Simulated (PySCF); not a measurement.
## Adding and removing an electron: HgF

ωB97X; PySCF, scalar-relativistic core potentials, basis sets Hg def2-SVP with ECP60, F def2-SVP. Neutral (UKS): doublet (σ ↑), Re = 2.049 Å, ωe = 454 cm⁻¹, De = 1.28 eV, HOMO -9.40 eV, LUMO -2.49 eV.

HgF⁺ (UKS): singlet (closed shell), Re = 1.925 Å, ωe = 616 cm⁻¹, De = 1.69 eV to Hg⁺ + F. The energies at the minima are -253.20372 hartree for HgF and -252.84728 for HgF⁺.

Task: Work out the adiabatic ionisation energy, without and with harmonic zero-point energies (1 hartree = 27.2114 eV, 1 eV = 8065.5 cm⁻¹), and the change of the bond length.

Result: At ωB97X: 0.35644 hartree = 9.699 eV between the minima; the zero-point term (616.0 − 454.0)/2 cm⁻¹ = +0.010 eV makes it 9.709 eV. Re changes by -12.4 pm against the neutral. The electron leaves a σ orbital, and the shorter bond of the ion fits an antibonding orbital, or a change in how ionic the bond is.

These are scalar-relativistic numbers at best; spin–orbit coupling would shift them, the dissociation energy most. For an ion De counts to the pair picked by the measured ionisation energies or electron affinities, which need not be the lowest pair at this level. States were picked by a PBE0 search and need not be the measured ground states.
